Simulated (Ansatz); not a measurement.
One geometry of Cl₃HNTa, SMILES `[NH]=[Ta]([Cl])([Cl])[Cl]`, several functionals.

```yaml
crystal:
  periodic: [false, false, false]
  atoms:
    - {symbol: N, position_ang: [-0.515380, 0.562098, 1.089146]}
    - {symbol: Ta, position_ang: [0.163564, -0.182362, -0.336276]}
    - {symbol: Cl, position_ang: [1.816857, -1.612139, 0.347279]}
    - {symbol: Cl, position_ang: [-1.521487, -1.311152, -1.399928]}
    - {symbol: Cl, position_ang: [1.005594, 1.487694, -1.657912]}
    - {symbol: H, position_ang: [-0.907148, 0.991761, 1.911491]}
basis:
  gaussian: {orbitals: def2-TZVPP}
hamiltonian: {xc: {name: revPBE}, dispersion: d4}
output: {orbitals: {seedname: orbitals}}
```

```sh
$ ansatz run in.yaml --threads 4 --pin off --events-out ev --progress --plain
```

It prints (some lines left out):

```
Functional definition: revPBE
1433 factors; their error is unknown
mean field evaluation 1: about -40614.1690 eV, gradient 8.7e1 eV
mean field evaluation 2: about -40472.7036 eV, gradient 2.1e2 eV
mean field evaluation 4: about -40624.3720 eV, gradient 4.4e1 eV
mean field evaluation 8: about -40629.0837 eV, gradient 3.6e-1 eV
mean field evaluation 16: about -40629.0587 eV, gradient 1.7e-4 eV
mean field -40629.05868380 eV, -1493.0903672644 hartree, gradient 4.8e-5 eV, S^2 0.000000; 0 other end points of the search recorded, 0 dependent functions left out
reference -40629.05873578 eV, -1493.0903691749 hartree; 36, 36 occupied and 191, 191 virtual orbitals, 1433 factors
Total energy: -40629.54429420 eV, -1493.1082131175 hartree
```

It took 1.2 s on 4 threads of a server CPU on a shared host, with 0.34 GiB of host memory at the peak.

The same input with `hamiltonian: {xc: {name: B3LYP}, dispersion: d4}` and forces (abridged; 3.1 s):

```
Functional definition: B3LYP
mean field evaluation 16: about -40636.2909 eV, gradient 3.6e-4 eV
mean field -40636.29094381 eV, -1493.3561479176 hartree, gradient 3.1e-5 eV, S^2 0.000000
Total energy: -40636.66446954 eV, -1493.3698747352 hartree
Atom 0 force    -0.197565     0.216681     0.414741 eV/Å
Atom 1 force     0.061136    -0.067460    -0.129327 eV/Å
Atom 2 force     0.236547    -0.205912     0.082864 eV/Å
Atom 3 force    -0.228840    -0.163878    -0.160639 eV/Å
Atom 4 force     0.123516     0.226369    -0.196824 eV/Å
Atom 5 force     0.005207    -0.005800    -0.010815 eV/Å
Dipole moment:    -0.081354     0.089273     0.170869 e Å
```

Changing it to `hamiltonian: {xc: {name: BHLYP}, dispersion: d4}` (abridged; 2.1 s):

```
Functional definition: BHLYP
mean field evaluation 16: about -40630.2146 eV, gradient 2.1e-4 eV
mean field -40630.21457771 eV, -1493.1328455823 hartree, gradient 8.2e-5 eV, S^2 0.000000
Total energy: -40630.57330195 eV, -1493.1460284551 hartree
```

With the line `hamiltonian: {xc: lda}` (abridged; 0.9 s):

```
Functional definition: SPW92
mean field evaluation 16: about -40498.6106 eV, gradient 1.4e-4 eV
mean field -40498.61063278 eV, -1488.2964898103 hartree, gradient 3.0e-5 eV, S^2 0.000000
Total energy: -40498.61067184 eV, -1488.2964912460 hartree
```

The same input with `hamiltonian: {xc: {name: wB97X-V}}` (abridged; 4.4 s):

```
Functional definition: wB97X-V
mean field evaluation 16: about -40627.5507 eV, gradient 5.1e-5 eV
mean field -40627.55067530 eV, -1493.0349489742 hartree, gradient 2.0e-5 eV, S^2 0.000000
Total energy: -40627.55067342 eV, -1493.0349489053 hartree
```

Changing it to `hamiltonian: {xc: {name: B97M-V}}` (abridged; 4.5 s):

```
Functional definition: B97M-V
mean field evaluation 16: about -40624.8991 eV, gradient 2.2e-4 eV
mean field -40624.89911461 eV, -1492.9375059161 hartree, gradient 7.5e-6 eV, S^2 0.000000
Total energy: -40624.89917055 eV, -1492.9375079721 hartree
```

B3LYP takes the VWN-RPA correlation (the form of Gaussian; ORCA's B3LYP/G).
